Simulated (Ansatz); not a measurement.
B₄⁺. Total charge 1; doublet. Geometry B3LYP-D4/def2-TZVP, basis def2-TZVP, Ansatz.

```xyz
4

B     0.0252   -0.0952    1.9069
B    -0.7606   -0.0290   -1.0960
B     0.7333    0.1385   -1.1048
B     0.0022   -0.0143    0.2939
```

| run | HOMO (eV) | LUMO (eV) |
| --- | --- | --- |
| A | -14.90 | -9.09 |
| B | -13.17 | -11.03 |
| C | -13.84 | -10.15 |
| D | -12.97 | -11.21 |

Another isomer (doublet) lies 1.40 eV lower at PBE0-D4/def2-TZVP; other spin states weren't run for this one.

HOMO and LUMO are taken over both spins.

Problem. The runs used CAM-B3LYP, PBE, PBE0, r2SCAN. Estimate which is which.

Solution. A CAM-B3LYP (range-separated); B r2SCAN (0 % exact exchange); C PBE0 (25 % exact exchange); D PBE (0 % exact exchange). Exact exchange lowers occupied and raises empty levels; among semilocal functionals meta-GGAs tend to open the gap a little, and such runs are hard to tell apart. The gap grows from 1.76 eV (PBE) to 5.81 eV (CAM-B3LYP).
